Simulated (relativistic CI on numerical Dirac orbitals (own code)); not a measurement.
# Cu⁴⁺ (3d7) in a crystal field

Calculated by Dirac-Coulomb-Breit CI, separate exchange-only KLI orbitals for each configuration, model QED, one configuration in a parametric crystal field, unscaled Slater integrals (own radial code). With so little scaling, terms lie 10 to 35 % too far apart, which can change the order of excited levels.

Field parameters in Wybourne normalisation: D3d B²₀ = −7Dσ, B⁴₀ = −14Dq − 21Dτ, B⁴₃ = −14√(10/7) Dq. The field is a parameter set, without covalency.

S is read from ⟨S²⟩ = S(S + 1).

Levels (cm⁻¹, degeneracy): 0 (2), 38 (2), 3610 (2), 4006 (2), 4377 (2), 4832 (2), 11365 (2), 11385 (2), 19748 (2), 19801 (2), 21757 (2), 21834 (2).

(1) Which field gives this pattern?
A. D3d, 10Dq = 22000, Dσ = 1200, Dτ = -290 cm⁻¹
B. D3d, 10Dq = 22000, Dσ = -980, Dτ = -290 cm⁻¹
C. D3d, 10Dq = 22000, Dσ = 330, Dτ = -290 cm⁻¹
D. D3d, 10Dq = 22000, Dσ = -760, Dτ = -290 cm⁻¹

## Answers

(1) B. D3d, 10Dq = 22000, Dσ = -980, Dτ = -290 cm⁻¹, ground level with S = 1.50.
